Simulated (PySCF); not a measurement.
**Finite-field polarisability of Cr (chromium, neutral)**

[Ar] 3d5 4s1, high-spin 7S determinant. Computed with PySCF 2.14 in def2-TZVPPD, with no relativity, point nucleus. Frozen: [Ar]. Energy changes in a uniform field (μhartree):

| axis | F (au) | HF | MP2 | CCSD | CCSD(T) |
| --- | --- | --- | --- | --- | --- |
| x | 0.0013 | -94.101 | -77.179 | -80.886 | -80.842 |
| x | 0.0026 | -376.288 | -308.734 | -323.508 | -323.322 |

Derive α along x at CCSD(T) from the two fields.

With ΔE = −αF²/2 − γF⁴/24, α = −(16 ΔE(F) − ΔE(2F))/(6F²) = 95.68 bohr³.

And the mean polarisability at each level?

HF 111.4, MP2 91.33, CCSD 95.73, CCSD(T) 95.68 bohr³. Reference: 83 ± 12 bohr³ (recommended; Schwerdtfeger and Nagle, table of static dipole polarizabilities (2023 update)).
